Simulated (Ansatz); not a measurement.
B₄P₅⁻. The state is a singlet with charge -1. Geometry B3LYP-D4/def2-SVPD.

```xyz
9

B     0.149    1.252   -0.426
B     0.545   -0.746   -0.590
B     1.558    0.705    0.060
B     0.208   -0.141    1.067
P    -1.140    1.340    1.026
P    -0.535    0.256   -1.948
P    -0.741   -1.713    0.474
P    -2.255   -0.156   -0.402
P     2.213   -0.798    0.741
```

Another isomer (singlet) lies 0.37 eV lower at PBE0-D4/def2-TZVPD; other spin states weren't run for this one.

Q: Estimate the orbital energies around the gap (eV) in Ansatz with HF/def2-TZVPD, PBE-D4/def2-TZVPD, r2SCAN-D4/def2-TZVPD, PBE0-D4/def2-TZVPD, r2SCAN0-D4/def2-TZVPD.

A: 
```json
{"orbital": "HOMO−13", "HF/def2-TZVPD": "-12.91", "PBE-D4/def2-TZVPD": "-7.40", "r2SCAN-D4/def2-TZVPD": "-7.86", "PBE0-D4/def2-TZVPD": "-9.02", "r2SCAN0-D4/def2-TZVPD": "-9.30"}
{"orbital": "HOMO−12", "HF/def2-TZVPD": "-10.74", "PBE-D4/def2-TZVPD": "-5.92", "r2SCAN-D4/def2-TZVPD": "-6.35", "PBE0-D4/def2-TZVPD": "-7.36", "r2SCAN0-D4/def2-TZVPD": "-7.64"}
{"orbital": "HOMO−11", "HF/def2-TZVPD": "-10.22", "PBE-D4/def2-TZVPD": "-5.66", "r2SCAN-D4/def2-TZVPD": "-6.09", "PBE0-D4/def2-TZVPD": "-7.04", "r2SCAN0-D4/def2-TZVPD": "-7.31"}
{"orbital": "HOMO−10", "HF/def2-TZVPD": "-9.26", "PBE-D4/def2-TZVPD": "-4.86", "r2SCAN-D4/def2-TZVPD": "-5.25", "PBE0-D4/def2-TZVPD": "-6.19", "r2SCAN0-D4/def2-TZVPD": "-6.44"}
{"orbital": "HOMO−9", "HF/def2-TZVPD": "-8.67", "PBE-D4/def2-TZVPD": "-4.75", "r2SCAN-D4/def2-TZVPD": "-5.06", "PBE0-D4/def2-TZVPD": "-5.98", "r2SCAN0-D4/def2-TZVPD": "-6.19"}
{"orbital": "HOMO−8", "HF/def2-TZVPD": "-8.62", "PBE-D4/def2-TZVPD": "-4.70", "r2SCAN-D4/def2-TZVPD": "-5.06", "PBE0-D4/def2-TZVPD": "-5.93", "r2SCAN0-D4/def2-TZVPD": "-6.16"}
{"orbital": "HOMO−7", "HF/def2-TZVPD": "-7.82", "PBE-D4/def2-TZVPD": "-3.78", "r2SCAN-D4/def2-TZVPD": "-4.08", "PBE0-D4/def2-TZVPD": "-5.00", "r2SCAN0-D4/def2-TZVPD": "-5.19"}
{"orbital": "HOMO−6", "HF/def2-TZVPD": "-6.23", "PBE-D4/def2-TZVPD": "-3.10", "r2SCAN-D4/def2-TZVPD": "-3.35", "PBE0-D4/def2-TZVPD": "-4.09", "r2SCAN0-D4/def2-TZVPD": "-4.25"}
{"orbital": "HOMO−5", "HF/def2-TZVPD": "-6.22", "PBE-D4/def2-TZVPD": "-2.81", "r2SCAN-D4/def2-TZVPD": "-3.07", "PBE0-D4/def2-TZVPD": "-3.86", "r2SCAN0-D4/def2-TZVPD": "-4.02"}
{"orbital": "HOMO−4", "HF/def2-TZVPD": "-5.07", "PBE-D4/def2-TZVPD": "-2.15", "r2SCAN-D4/def2-TZVPD": "-2.37", "PBE0-D4/def2-TZVPD": "-3.08", "r2SCAN0-D4/def2-TZVPD": "-3.22"}
{"orbital": "HOMO−3", "HF/def2-TZVPD": "-5.07", "PBE-D4/def2-TZVPD": "-2.12", "r2SCAN-D4/def2-TZVPD": "-2.33", "PBE0-D4/def2-TZVPD": "-3.05", "r2SCAN0-D4/def2-TZVPD": "-3.18"}
{"orbital": "HOMO−2", "HF/def2-TZVPD": "-4.71", "PBE-D4/def2-TZVPD": "-1.69", "r2SCAN-D4/def2-TZVPD": "-1.86", "PBE0-D4/def2-TZVPD": "-2.63", "r2SCAN0-D4/def2-TZVPD": "-2.74"}
{"orbital": "HOMO−1", "HF/def2-TZVPD": "-3.96", "PBE-D4/def2-TZVPD": "-1.21", "r2SCAN-D4/def2-TZVPD": "-1.34", "PBE0-D4/def2-TZVPD": "-2.04", "r2SCAN0-D4/def2-TZVPD": "-2.15"}
{"orbital": "HOMO", "HF/def2-TZVPD": "-3.67", "PBE-D4/def2-TZVPD": "-1.15", "r2SCAN-D4/def2-TZVPD": "-1.32", "PBE0-D4/def2-TZVPD": "-2.03", "r2SCAN0-D4/def2-TZVPD": "-2.12"}
{"orbital": "LUMO", "HF/def2-TZVPD": "4.10", "PBE-D4/def2-TZVPD": "1.08", "r2SCAN-D4/def2-TZVPD": "1.18", "PBE0-D4/def2-TZVPD": "1.81", "r2SCAN0-D4/def2-TZVPD": "1.86"}
{"orbital": "LUMO+1", "HF/def2-TZVPD": "4.43", "PBE-D4/def2-TZVPD": "1.46", "r2SCAN-D4/def2-TZVPD": "1.58", "PBE0-D4/def2-TZVPD": "2.21", "r2SCAN0-D4/def2-TZVPD": "2.26"}
{"orbital": "LUMO+2", "HF/def2-TZVPD": "4.53", "PBE-D4/def2-TZVPD": "1.93", "r2SCAN-D4/def2-TZVPD": "2.13", "PBE0-D4/def2-TZVPD": "2.69", "r2SCAN0-D4/def2-TZVPD": "2.80"}
{"orbital": "LUMO+3", "HF/def2-TZVPD": "4.62", "PBE-D4/def2-TZVPD": "2.09", "r2SCAN-D4/def2-TZVPD": "2.27", "PBE0-D4/def2-TZVPD": "2.86", "r2SCAN0-D4/def2-TZVPD": "2.97"}
{"orbital": "LUMO+4", "HF/def2-TZVPD": "4.80", "PBE-D4/def2-TZVPD": "2.60", "r2SCAN-D4/def2-TZVPD": "2.85", "PBE0-D4/def2-TZVPD": "3.11", "r2SCAN0-D4/def2-TZVPD": "3.36"}
{"orbital": "LUMO+5", "HF/def2-TZVPD": "5.05", "PBE-D4/def2-TZVPD": "2.63", "r2SCAN-D4/def2-TZVPD": "2.96", "PBE0-D4/def2-TZVPD": "3.34", "r2SCAN0-D4/def2-TZVPD": "3.50"}
```
